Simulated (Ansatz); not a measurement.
Cartesian coordinates in Å:
```
C -1.078 0.910 -0.358
Si 0.153 -0.427 -0.106
O -0.373 -1.433 1.055
Cl 0.555 -1.433 -1.839
C 1.787 0.283 0.411
N 2.791 0.734 0.752
H -0.729 1.614 -1.115
H -2.029 0.486 -0.686
H -1.240 1.451 0.577
H 0.164 -2.186 1.308
```

The species carries charge 0 and has multiplicity 1.

(1) List the B3LYP/def2-TZVPP orbital energies in eV (Ansatz 0.2.0). (Estimate.)

Results:

(1) Ansatz gave: Occupied: -2762.88, -1801.24, -521.52, -390.06, -277.61, -277.16, -257.64, -196.66, -196.53, -196.53, -145.57, -100.94, -100.91, -100.85, -28.49, -25.00, -23.11, -20.04, -16.49, -15.02, -12.70, -11.89, -11.71, -11.45, -10.77, -10.49, -10.08, -9.82, -9.68, -9.33, -9.25. Lowest empty: -0.97, -0.77, 0.28, 1.13, 1.51, 2.02, 2.23, 2.37.

B3LYP here is the variant with VWN-RPA as its local correlation; programs differ in this.
